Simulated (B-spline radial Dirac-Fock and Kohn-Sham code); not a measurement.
Z = 20 (calcium), transition energy 464 keV. These are calculated numbers from a radial finite-basis atomic code; the model is a Dirac-Hartree-Slater potential of the neutral atom with a Latter tail (no hole, which puts coefficients of high multipoles low close above an edge), finite nucleus with surface currents. Subshells that would emit electrons below 1 keV are left out.

Problem. A pure transition shows α(K) = 0.000784, L1/L2 = 96.9 and L1/L3 = 78.6. What is its multipolarity?
A. E1
B. M3
C. E2
D. M2
E. M1
F. M4
G. E4
H. E3

Solution. C. For comparison, α(K), L1/L2, L1/L3 are E1 0.000212, 228, 110; E3 0.00255, 43.2, 48.8; E4 0.00797, 22.9, 30.5; M1 0.000304, 151, 223; M2 0.00100, 81.6, 178; M3 0.00317, 50.7, 85.9; M4 0.00991, 34.6, 43.4.
